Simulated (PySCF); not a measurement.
A calculated (UHF, PySCF 2.14, pcseg-2, no relativity, point nucleus) atom or ion has these occupied shells.

| shell | electrons | orbital energy (eV) | rms radius, mean of both spins (bohr) |
| --- | --- | --- | --- |
| 1s α | 1 | -14163.5 | 0.0491 |
| 1s β | 1 | -14163.3 | 0.0491 |
| 2s α | 1 | -1912.0 | 0.203 |
| 2s β | 1 | -1912.0 | 0.203 |
| 2p α | 3 | -1724.5 | 0.179 |
| 2p β | 3 | -1724.4 | 0.179 |
| 3s α | 1 | -306.86 | 0.576 |
| 3s β | 1 | -306.57 | 0.576 |
| 3p α | 3 | -238.39 | 0.587 |
| 3p β | 3 | -238.00 | 0.587 |
| 3d α | 5 | -115.73 | 0.609 |
| 3d β | 5 | -115.53 | 0.609 |
| 4s α | 1 | -43.351 | 1.70 |
| 4s β | 1 | -40.090 | 1.70 |
| 4p α | 3 | -25.546 | 1.98 |
| 4p β | 2 | -24.220 | 1.98 |

Problem. Name the element and its charge.

Solution. Kr⁺ (krypton, charge +1), in [Ar] 3d10 4s2 4p5, 2P determinant.
